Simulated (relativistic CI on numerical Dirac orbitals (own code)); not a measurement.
Cs4+: calculation against measurement

Computed by Dirac-Coulomb-Breit CI, KLI orbitals optimised for each configuration, model QED (radiative potential, 1s self-energy scaled to tabulated hydrogen-like ionisation energies), valence Slater integrals scaled by 0.85, P86 correlation energy added to each configuration (own radial code, finite nucleus).

Configuration list (outside the closed core [Kr] 4d10): 5s²5p³, 5s5p⁴, 5s²5p²5d, 5p⁵, 5s5p³5d, 5s²5p²4f, 5s²5p²5f, 5s²5p²6s, 5s²5p²5g, 5s²5p²6p, 5s²5p4f5d, 5s5p³5f, 5s²5p5d², 5s²5d³, 5s5p5d³, 5s²4f5d², 5s²5d²5f, 5s²5d²6s. Double excitations out of closed p, d and f shells are left out; levels of such configurations are missing from the list, as are those of other unlisted configurations, and high levels can miss mixing partners. These lack a partner that the ground configuration has and come out too high: 5s²5p²5g, 5s²5p²6p, 5s5p³5f.

| Configuration | Term (tabulated) | J | Measured (cm⁻¹) | Computed | Error | Purity (%) |
| --- | --- | --- | --- | --- | --- | --- |
| 5s²5p³ | 4S° | 3/2 | 0.0 | 0 | 0 | 77 |
| 5s²5p³ | 2D° | 3/2 | 15077.4 | 14965 | -112 | 69 |
| 5s²5p³ | 2D° | 5/2 | 20373.5 | 20267 | -107 | 97 |
| 5s²5p³ | 2P° | 1/2 | 31951.1 | 31173 | -778 | 97 |
| 5s²5p³ | 2P° | 3/2 | 42273.7 | 41358 | -916 | 68 |
| 5s²5p²5d | 4F | 3/2 | 157903.0 | 166093 | 8190 | 57 |
| 5s²5p²5d | 4F | 5/2 | 160327.9 | 168066 | 7738 | 66 |
| 5s²5p²5d | 2F | 5/2 | 166800.2 | 175132 | 8332 | 69 |
| 5s²5p²5d | 4F | 7/2 | 167231.1 | 174726 | 7495 | 81 |
| 5s²5p²5d | 4D | 1/2 | 169557.9 | 176790 | 7232 | 60 |
| 5s²5p²5d | 4D | 3/2 | 171936.7 | 180136 | 8200 | 81 |
| 5s²5p²5d | 4P | 5/2 | 187619.8 | 200336 | 12716 | 74 |
| 5s²5p²5d | 2D | 5/2 | 199403.5 | 211286 | 11883 | 73 |
| 5s²5p²5d | 2D | 5/2 | 211084.4 | 219075 | 7991 | 65 |
| 5s²5p²6s | 4P | 3/2 | 211476.1 | 221761 | 10285 | 87 |
| 5s²5p²6s | 2P | 1/2 | 216635.5 | 227008 | 10373 | 67 |
| 5s²5p²6s | 4P | 5/2 | 217754.6 | 227923 | 10168 | 71 |
| 5s²5p²6s | 2D | 5/2 | 235192.8 | 246450 | 11257 | 70 |
| 5s²5p²6s | 2D | 3/2 | 237340.0 | 248531 | 11191 | 55 |
| 5s²5p²6s | 2S | 1/2 | 252603.3 | 262395 | 9792 | 86 |

Measured levels from Sansonetti, J. Phys. Chem. Ref. Data 38, 761 (2009); pairs were made by configuration, J and term (by order where the table uses no LS term), so strongly mixed levels may be paired wrongly.

Mean error by configuration (cm⁻¹): 5s²5p³ -478; 5s²5p²5d 8864; 5s²5p²6s 10511. Over the excited levels the mean absolute error is 7619 cm⁻¹ (19 of the 44 excited levels that our extract of the source holds in range could be paired, and the others can miss by more), and the median relative error of those above 1,000 cm⁻¹ is 4.7 %.
